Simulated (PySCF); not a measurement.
**Dipole moment and polarisability of `CC[S@+](C)[BH2-]O[SiH3]`**

C3H13BOSSi.
Cartesian coordinates in Å at the GFN2-xTB level; atoms count from 1:
```
atom  x, y, z in Å
C1    -2.1584    1.3455    0.0444
C2    -1.4735    0.0046    0.2172
S3    -0.6824   -0.5133   -1.3546
C4    -0.1017   -2.1505   -0.8291
B5     1.1626    0.5002   -1.2150
O6     1.6465    0.1294    0.0282
Si7    2.1259    0.4800    1.5027
H8    -1.4378    2.1014   -0.2566
H9    -2.9336    1.2832   -0.7157
H10   -2.6117    1.6523    0.9845
H11   -2.1909   -0.7721    0.4815
H12   -0.6868    0.0560    0.9698
H13   -0.9501   -2.7476   -0.5097
H14    0.3768   -2.6087   -1.6883
H15    0.6185   -2.0215   -0.0263
H16    0.8135    1.6296   -1.3420
H17    1.7283    0.0099   -2.1373
H18    1.8204   -0.7479    2.2553
H19    1.3733    1.5979    2.0945
H20    3.5560    0.7824    1.4933
```

Level: PBE0/def2-SVPD (PySCF), static field, nuclei fixed, core orbitals frozen in the response. The polarisability tensor in these axes (au):

```
x   111.15  -0.14   1.45
y    -0.14 104.59   5.04
z     1.45   5.04  98.99
```

Question: Give the principal values, the mean and the anisotropy Δα = √{½[(α1 − α2)² + (α2 − α3)² + (α1 − α3)²]}.

Answer: Principal values 95.91, 107.46 and 111.36 au; mean 104.91 au = 15.55 Å³ = 17.30 × 10⁻⁴⁰ C²·m²/J; Δα = 13.92 au (13 % of the mean).

Question: What is the dipole moment, and where does it point?

Answer: (-3.01, -1.78, 1.27) D, 3.72 D in size, pointing from the negative to the positive side. Measured along this direction, the outermost atoms are H20 at the negative end and H11 at the positive end.

Question: What are the principal values of the traceless quadrupole moment, Θ = ½Σq(3rr − r²1), about the centre of nuclear charge?

Answer: -6.66, 0.52, 6.14 D·Å. The values depend on the origin, since the dipole doesn't vanish. The electronic extent ⟨r²⟩ about the same centre is 1424 bohr², a root-mean-square distance of 2.32 Å for the 74 electrons.

Question: How large is μ²/3kT at 500 K beside α?

Answer: In Gaussian units μ²/3kT = 66.78 Å³ against 15.55 Å³, a ratio of 4.30; the Debye molar polarisation (4π/3)N_A(α + μ²/3kT) is 207.7 cm³/mol, leaving out the vibrational part.

Question: Find the Langevin capture rate constant for NO+ (29.998 u) meeting this molecule (136.055 u), k = 2.342 × 10⁻⁹ cm³/s × √(α in Å³ / reduced mass in u).

Answer: The reduced mass is 24.58 u, so k = 1.86 × 10⁻⁹ cm³/s. The formula leaves out the permanent dipole, which adds to the capture rate.

Question: Estimate the molar refractivity from the static electronic polarisability.

Answer: Lorentz–Lorenz: R = (4π/3)N_A α = 2.5225 cm³/(mol·Å³) × 15.55 Å³ = 39.2 cm³/mol, in the limit of long wavelengths.

Isolated species at its GFN2-xTB geometry (one conformer only).
